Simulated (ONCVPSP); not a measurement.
## What the settings do to the ONCV potential of bromine

Base potential:

ONCVPSP 4.0.1 input, shortened (lines: element, Z, core and valence counts, functional; n l f; lmax; l rc ep ncon nbas qcut; lloc lpopt rc5 dvloc0; l nproj debl; icmod fcfact rcfact), revPBE, scalar-relativistic:

```
  Br 35.00    6    2  -102130      upf
    1    0    2.00
    2    0    2.00
    2    1    6.00
    3    0    2.00
    3    1    6.00
    3    2   10.00
    4    0    2.00
    4    1    4.00
    2
    0    1.30    0.00    5    9    5.00
    1    1.30    0.00    4    9    5.10
    2    1.25    0.13    4    8    8.90
    4    5    0.95   -1.00
    0    3    0.40
    1    1    1.10
    2    2    3.40
    3    4.00    1.20
```

In the s channel the program set the typed energies aside and used -1.115, 0.250, 0.650 Ha.

All-electron outer shells of the reference configuration (revPBE, scalar-relativistic, ld1.x):

```tsv
shell	level (eV)	outermost node (bohr)	outermost maximum (bohr)
3p	-184.70	0.21	0.48
3d	-77.86	–	0.43
4s	-30.34	0.67	1.41
4p	-17.43	0.70	1.62
```

Cutoffs, loose and tight: the cutoffs (Ha) at which the residual kinetic energy of the hardest occupied pseudo-wave falls to 1 and 0.1 mHa per electron. They do not see the model core or the augmentation charge, which bear on the density cutoff. Test errors are all-electron minus pseudo excitation energies from the reference, over the configurations 4s2 4p5; 4s2 4p3; 4s2 4p2; 4s1 4p5. A dash means not determined; rows that change the core or the reference have their own tests.

A true bound ghost makes a file unfit for plane-wave use even where its test errors are small: the radial tests pick states by their node count and pass the ghost by.

```tsv
change	outcome	cutoff, loose	cutoff, tight	bound ghosts	GHOST(+) flags above zero	largest test error (meV)
base	generated, projector energies reset by the program	68 Ha	130 Ha	s, d	s, p	-9.6
d: ncon 3, nbas 7	generated, projector energies reset by the program	68 Ha	130 Ha	s, d	s, p	-9.6
core correction Teter function, fcfact 4, rcfact 1.06	generated, projector energies reset by the program	68 Ha	130 Ha	s, d	s, p	-19
core [Ne], valence charge 25; reference 3s2 3p6 3d10 4s2 4p3; waves now 3s+4s: rc 1.00 bohr, ncon 3, nbas 7, qcut 15.5 1/bohr, 2 projectors; 3p+4p: rc 0.40 bohr, ncon 4, nbas 7, qcut 36.6 1/bohr, 3 projectors, debl 2.5 Ha; 3d: rc 0.85 bohr, ncon 3, nbas 8, qcut 19.3 1/bohr, 2 projectors, debl 1.4 Ha; f scattering state at 0.15 Ha: rc 0.80 bohr, ncon 3, nbas 6, qcut 15.7 1/bohr, 1 projector; local potential polynomial inside 0.40 bohr (lpopt 5, dvloc0 -1 Ha)	generated, projector energies reset by the program	552 Ha	613 Ha	p	s	+116
all radii but the core radius scaled by about 1.08 (s 1.40, p 1.40, d 1.34 bohr); local potential polynomial inside 1.02 bohr (lpopt 5, dvloc0 -1 Ha)	generated, projector energies reset by the program	13 Ha	41 Ha	s, d	s	-14
s: rc 1.32	generated, projector energies reset by the program	36 Ha	130 Ha	s, d	s, p	-9.6
```
